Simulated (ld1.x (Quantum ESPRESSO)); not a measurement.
## lanthanum (La): one change to an RRKJ potential, before and after

| Item | Value |
| --- | --- |
| Element | lanthanum |
| Generator | ld1.x (Quantum ESPRESSO) 7.5 |
| Type | norm-conserving RRKJ (Kleinman–Bylander form) |
| Functional | LDA (PZ) |
| Relativity | fully relativistic |
| Frozen core | [Xe] |
| Valence charge | 3 |
| Reference configuration | 4f0 5d1.5 6s1.5 6p0 |
| Partial waves | 6p (bound, empty): rc 4.05 bohr; 5d (bound): rc 3.05 bohr; 4f (bound, empty): rc 1.35 bohr; 6s (bound): rc 4.20 bohr |
| Local potential | the s channel |
| Core correction | a·sin(br)/r model core inside 1.30 bohr |
| rho0 | 0.01 |

Open shells are filled in proportion to 2j + 1 (rel_dist='average').

Change: wave 6s (bound): rc 4.20 bohr becomes 6s (bound): rc 6.22 bohr.

Cutoffs: the cutoffs (Ry, on a coarse ladder) from which the occupation-weighted sum of valence levels, in a spherical-Bessel basis at the reference potential, stays within 10 and 1 mRy of its value at 400 Ry; they do not see the model core or the augmentation charge, which bear on the density cutoff. Errors are all-electron minus pseudo energies relative to the spin-unpolarised reference configuration.

Question: Predict the effect on cutoff, ghosts and configuration errors.

Answer: Both files are so soft that the ladder of cutoffs tells neither apart; of the 7 tests that both files solve, the error grows in 2 and shrinks in 3 by more than 15 % and 0.3 meV (median size 19.8 → 18.0 meV); neither file shows a bound ghost at the reference potential, the only one tested.

```csv
quantity,base,changed
"cutoff, loose",10 Ry,10 Ry
"cutoff, tight",12 Ry,12 Ry
bound ghosts,none,none
"error for 4f0 5d1 6s2 6p0, meV [ΔE -0.36 eV]",-13,+11
"error for 4f0 5d1 6s1 6p0, meV [ΔE 5.80 eV]",-20,+6.0
"error for 4f0 5d1 6s0 6p0, meV [ΔE 16.95 eV]",-91,-331
"error for 4f1 5d0 6s1 6p0, meV [ΔE 6.01 eV]",-869,-797
"error for 4f0 5d2 6s1 6p0, meV [ΔE 0.47 eV]",-11,+6.7
"error for 4f0 5d1 6s1.5 6p0, meV [ΔE 2.12 eV]",-13,+18
"error for 4f0 5d2 6s0 6p0, meV [ΔE 5.95 eV]",-24,-23
```

Base: The cutoffs count occupied waves only; the empty 4f level needs 110 Ry at the loose tolerance. These tests converged, but a pseudo level misses the all-electron one widely, so the file describes the atom poorly there or has found another state: 4f1 5d0 6s1 6p0: 4f by 2.0 eV. Changed file: The cutoffs count occupied waves only; the empty 4f level needs 110 Ry at the loose tolerance. These tests converged, but a pseudo level misses the all-electron one widely, so the file describes the atom poorly there or has found another state: 4f1 5d0 6s1 6p0: 4f by 1.8 eV.
